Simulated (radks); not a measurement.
Question: Method: scalar-relativistic Kohn-Sham, exchange-only LDA, spin-polarised, spherical densities, finite nucleus; open shells are filled with parallel spins first (spin-orbit coupling, left out, can overturn this in heavy ions); Fermi nuclear charge, rms radius of each element as measured or else 0.836 A^(1/3) + 0.57 fm; computed with a radial shooting solver on a logarithmic mesh with Libxc functionals. Response by self-consistent Sternheimer equations with the Hartree and adiabatic exchange-only LDA kernel, the relativistic mass of each level held fixed and spin-orbit coupling left out. For heavy and open-shell atoms this level of theory can miss by tens of per cent. Estimate the static dipole polarisabilities of Fe ([Ar] 3d6 4s2) and Ba+ ([Xe] 6s1) and the C6 coefficients of the three pairs.

Answer: alpha = 64.00 and 120.8 bohr^3; C6 = 571.1 (Fe-Fe), 842.8 (Fe-Ba+), 1289 (Ba+-Ba+) hartree bohr^6.
